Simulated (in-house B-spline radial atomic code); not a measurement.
Configurations of Xe²⁺, with energies counted from [Kr] 4d10 5s2 5p4. Computed with a B-spline radial code for spherical atoms: Dirac-Hartree-Fock, average of configuration, Fermi nucleus of rms radius 4.7859 fm. Energies include first-order Breit, QED and recoil terms.

Occupations are held fixed; configurations that lie above the ionisation limit could autoionise.

| configuration | E - E(ref) (eV) | highest orbital | its <r> (bohr) |
| --- | --- | --- | --- |
| [Kr] 4d10 5s2 5p3 9s1 | 27.332 | 9s1/2 | 17.54 |
| [Kr] 4d10 5s2 5p3 6g1 | 27.43 | 6g7/2 | 14.61 |
| [Kr] 4d10 5s2 5p3 9g1 | 29.323 | 9g7/2 | 37.07 |
| [Kr] 4d10 5s1 5p4 5f1 | 39.238 | 5f7/2 | 7.384 |
| [Kr] 4d9 5s2 5p4 7s1 | 81.657 | 7s1/2 | 7.567 |
| [Kr] 4d9 5s2 5p4 8f1 | 87.573 | 8f7/2 | 24.35 |
| [Ar] 3d9 4s2 4p6 4d10 5s2 5p4 9s1 | 701.09 | 9s1/2 | 17.32 |

Task: Order these further configurations by energy, lowest first.
A. [Kr] 4d10 5s2 5p3 8s1
B. [Kr] 4d10 5s1 5p5
C. [Kr] 4d10 4f1 5s1 5p4
D. [Ar] 3d9 4s2 4p6 4d10 5s2 5p4 8s1
E. [Kr] 4d9 5s2 5p5

Result: B (14.608 eV), A (25.745 eV), C (36.228 eV), E (57.213 eV), D (699.47 eV).

Task: How far above the reference does [Kr] 4d10 5s2 5p3 8d1 lie?

Result: 27.392 eV; its least bound orbital is 8d5/2 with <r> = 16.92 bohr.

Task: How far above the reference does [Kr] 4d9 5s2 5p4 7g1 lie?

Result: 87.377 eV; its least bound orbital is 7g7/2 with <r> = 21.09 bohr.

Task: How far above the reference does [Kr] 4d9 5s2 5p4 9g1 lie?

Result: 88.367 eV; its least bound orbital is 9g7/2 with <r> = 37.06 bohr.
